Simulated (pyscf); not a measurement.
Optimised with ωB97X-D3(BJ)/def2-SVP in PySCF. MP2 and CC: frozen core, UHF for open shells. ΔMP2 is the change of the MP2 total energy from the triple- to the quadruple-zeta basis.

### Question
PBE/def2-TZVP puts the barrier of H₂C=CH–SiH₃ -> cyclic C₂H₆Si (SMILES C1C[SiH2]1) (rearrangement; singlet surface; H–Si broken, C–Si, C–H formed) at 65.6 kcal/mol and the reaction energy at +4.3 kcal/mol, from the reactant's lowest minimum found. What do r²SCAN/def2-TZVP, ωB97M-D3(BJ)/def2-TZVP, CCSD(T)/def2-TZVPP + ΔMP2(QZVPP) give on the same structures?

### Answer
r²SCAN: ΔE‡ = 67.4 kcal/mol, ΔE = +5.1 kcal/mol; ωB97M-D3(BJ): ΔE‡ = 69.5 kcal/mol, ΔE = +7.4 kcal/mol; CCSD(T): ΔE‡ = 71.2 kcal/mol, ΔE = +8.5 kcal/mol. PBE's barrier lies under all of them, by 1.7 to 5.6 kcal/mol. Its reaction energy lies under all of them, by 0.7 to 4.2 kcal/mol. One saddle was located; it need not be the lowest between these sides. The CCSD(T) − MP2 part came from Ansatz, without density fitting, on the same reference.
